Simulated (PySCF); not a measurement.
# Gd: excitation energy

Gd [Xe] 4f7 5d1 6s2 (9D) → Gd [Xe] 4f7 5d2 6s1 (11F), as a difference of total energies. Calculation: PySCF 2.14, in cc-pVDZ-X2C; the spin-free X2C one-electron Hamiltonian (Gaussian nucleus). Correlated levels: valence: [Kr] 4d10 frozen; valence and next inner shell: [Ar] 3d10 frozen. The calculations carry no spin-orbit coupling.

```
                                method  excitation energy (eV)
                                   UHF                   0.208
                               LC-wPBE                   0.439
                                B2PLYP                   0.811
                                  PW91                   0.482
                         MP2 (valence)                   0.732
                     SCS-MP2 (valence)                   1.004
    MP2 (valence and next inner shell)                   0.771
SCS-MP2 (valence and next inner shell)                   1.012
```

Errors of the correlated levels include the incompleteness of this basis and the frozen core.

Question: Which method comes closest to the reference value, and which is furthest?

Answer: The reference is 0.821 eV (measured; NIST levels, between the centres of gravity of the two terms). Closest: B2PLYP (error -0.010 eV); furthest: UHF (error -0.613 eV).
